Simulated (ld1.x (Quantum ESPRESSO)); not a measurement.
# What one change does to a pseudopotential (silicon, TM)

```
Element                 : silicon (Si)
Generator               : ld1.x (Quantum ESPRESSO) 7.5
Type                    : norm-conserving Troullier–Martins (Kleinman–Bylander form)
Functional              : PBE
Relativity              : scalar-relativistic
Frozen core             : [Ne]
Valence charge          : 4
Reference configuration : 3s1 3p3
Partial waves           : 3s (bound): rc 1.45 bohr; 3p (bound): rc 1.65 bohr; 3d channel at 0.2 Ry: rc 1.45 bohr
Local potential         : all-electron potential smoothed inside 1.55 bohr (lloc = -2)
Core correction         : Bessel-smoothed model core inside 0.75 bohr
```

All-electron outer shells of the reference configuration (PBE, scalar-relativistic, ld1.x):

```
shell  level (eV)  outermost node (bohr)  outermost maximum (bohr)
   2s     -141.15                   0.15                      0.45
   2p      -97.20                      –                      0.39
   3s      -11.56                   0.72                      1.77
   3p       -4.67                   0.72                      2.11
```

Change: local potential all-electron potential smoothed inside 1.25 bohr (lloc = -2).

Cutoffs: the cutoffs (Ry, on a coarse ladder) from which the occupation-weighted sum of valence levels, in a spherical-Bessel basis at the reference potential, stays within 10 and 1 mRy of its value at 400 Ry; they do not see the model core or the augmentation charge, which bear on the density cutoff. Errors are all-electron minus pseudo energies relative to the spin-unpolarised reference configuration.

Question: Predict the effect on cutoff, ghosts and configuration errors.

Answer: The potential gets neither clearly harder nor softer (15 Ry and 40 Ry → 15 Ry and 40 Ry); of the 7 tests that both files solve, the error grows in 4 and shrinks in 0 by more than 15 % and 0.3 meV (median size 1.5 → 1.5 meV); the range in which the s phases agree narrows (upper end 2.4 → 1.3); the range in which the p phases agree narrows (upper end 4.0 → 2.9); neither file shows a bound ghost.

```tsv
quantity	base	changed
cutoff, loose	15 Ry	15 Ry
cutoff, tight	40 Ry	40 Ry
bound ghosts	none	none
error for 3s2 3p2, meV [ΔE -6.81 eV]	-0.3	+0.1
error for 3s2 3p1, meV [ΔE 0.93 eV]	-1.2	-1.1
error for 3s2 3p0, meV [ΔE 16.92 eV]	+11	+14
error for 3s2 3p2.3, meV [ΔE -7.74 eV]	+0.7	+1.3
error for 3s1 3p2, meV [ΔE 8.36 eV]	+2.8	+3.4
error for 3s1 3p0, meV [ΔE 50.89 eV]	+53	+64
error for 3s2 3p1.5, meV [ΔE -3.89 eV]	-1.5	-1.5
s: phases at 1.81 bohr within 0.05 rad from the reference energy up to (Ry; the scan ends near 5)	2.4	1.3
p: phases at 1.81 bohr within 0.05 rad from the reference energy up to (Ry; the scan ends near 5)	4.0	2.9
d: phases at 1.81 bohr within 0.05 rad from the reference energy up to (Ry; the scan ends near 5)	to the end of the scan	to the end of the scan
```
